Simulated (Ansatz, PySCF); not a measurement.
Spectroscopic constants of MgB+, closed-shell singlet (lowest of 2S+1 = 1, 3 at CCSD(T)/def2-TZVPP on PBE0 minima; our sources give no spin for the ground state, which may be another).

The constants come from a fifth-degree fit in 1/R (seven points, main isotopes). In def2 and cc sets the state is the lowest found near the PBE0 minimum, followed along R. The singlet is held restricted. HF and MP2 rows in def2 and cc sets belong to the determinant that coupled cluster picked by its CCSD energy.

Correlated levels freeze the inner cores; with def2 sets outer-core shells near the valence are correlated too. Rows in 6-31G* carry no dispersion term and start afresh at each structure (6-31G* with six Cartesian d functions).

The values were computed with Ansatz (a program for electronic structure); PySCF for 6-31G* rows. Values without a source in brackets are computed.

```tsv
level	r_e (Å)	ω_e (cm⁻¹)	ω_e x_e (cm⁻¹)
HF/6-31G*	2.639	321	2.2
HF/def2-QZVPP	2.615	___	2.3
SVWN5/def2-TZVPP	2.551	343	2.5
PBE/def2-TZVPP	2.587	330	2.5
B97M-V/def2-TZVPP	2.631	311	1.9
MP2/def2-TZVPP	2.554	361	2.2
SCS-MP2/def2-TZVPP	2.560	356	2.2
CCSD(T)/def2-QZVPP	___	___	1.7
```

Problem. Some entries are withheld; supply them.

Solution. 
- CCSD(T)/def2-QZVPP, r_e (Å): 2.565
- CCSD(T)/def2-QZVPP, ω_e (cm⁻¹): 341
- HF/def2-QZVPP, ω_e (cm⁻¹): 328

Doubts at one or more of the structures used: a restricted determinant that unrestricted orbitals would lower (HF/def2-QZVPP, MP2/def2-TZVPP, SCS-MP2/def2-TZVPP, CCSD(T)/def2-QZVPP).
